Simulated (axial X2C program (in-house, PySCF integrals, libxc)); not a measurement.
**TcC: bond constants with and without spin–orbit coupling**

All values were computed with an in-house all-electron X2C program for linear molecules (integrals from PySCF). Spin-free means the one-electron spin-free X2C Hamiltonian; two-component (2c) means X2C with spin–orbit coupling and atomic mean-field two-electron Coulomb and Gaunt terms, so the difference of the two also holds small scalar two-electron terms. Basis: Tc dyall-cv3z [12s12p8d5f3g], C dyall-v3z [7s6p2d1f] (cores contracted in-house); Gaussian nuclei, density fitting, unrestricted open shells. Masses: Tc 98.907 u, C 12.000 u.

State, spin-free: M_S = 3/2, Λ = 0 (beyond evenly filled blocks: σα, δ+α, δ-α); electrons by block: σα: 12, σβ: 11, π+α: 5, π+β: 5, π-α: 5, π-β: 5, δ+α: 2, δ+β: 1, δ-α: 2, δ-β: 1. Fragments: Tc + C.

State, 2c: Ω = 3/2 (⟨Sz⟩ = 1.50, ⟨Lz⟩ = 0.00 at PBE0); electrons by block: 1/2: 17, -1/2: 16, 3/2: 6, -3/2: 7, 5/2: 2, -5/2: 1. Fragments: Tc + C.

```json
{"Hamiltonian": "2c", "level": "PBE0", "Re (Å)": "1.636", "ωe (cm⁻¹)": "1058.7", "ωexe (cm⁻¹)": "8.16", "De (eV)": "6.14", "k (mdyn/Å)": "7.07", "μ (D)": "-2.67"}
{"Hamiltonian": "2c", "level": "PW91", "Re (Å)": "1.659", "ωe (cm⁻¹)": "1041.1", "ωexe (cm⁻¹)": "5.1", "De (eV)": "7.08", "k (mdyn/Å)": "6.83", "μ (D)": "-2.65"}
```

Spin-free values that have a 2c row agree with it to the digits that matter (0.001 Å, 0.01 eV) and are not repeated.

Dipoles are positive if C is the positive end.

Occupations by symmetry block were frozen at the best pattern of an incomplete PBE0 search. De is counted from the lowest determinant-based energies of the atoms at the same level, without counterpoise correction. Density functionals use the spin component along the axis (collinear). In 2c an atomic determinant is not the ground J level, so De misses part of the atomic spin–orbit lowering. This holds for PBE0, PW91. PBE0 can misorder states that lie within some tenths of an eV, so this need not be the ground state of the molecule. The nearest other 2c determinant of the search, Ω = 5/2, lies 0.71 eV up at the distance of the search. Without a current term, density functionals place determinants with orbital angular momentum somewhat too high. With several unpaired electrons one determinant need not be a pure state. This is the top spin component of a Σ state; components of lower Ω are not single determinants and can lie lower. The determinant is spin-polarised beyond a pure state at some levels (its spin-free form has ⟨S²⟩ too high), which makes Re and μ there less reliable.

No reliable constants came from CCSD (2c), CCSD (spin-free), CCSD(T) (2c), CCSD(T) (spin-free), HF (2c), HF (spin-free), MP2 (2c), MP2 (spin-free): no minimum in range, unconverged points, a curve that is not smooth, a change of character along it, or the two Hamiltonians disagreeing along it.

Rough cost a point (2c) on 1 thread(s) of a shared host, integrals apart: PBE0 0.8 s, PW91 0.4 s.

The whole task took 3 min on 1 thread of Arm Neoverse V1, on a shared host.
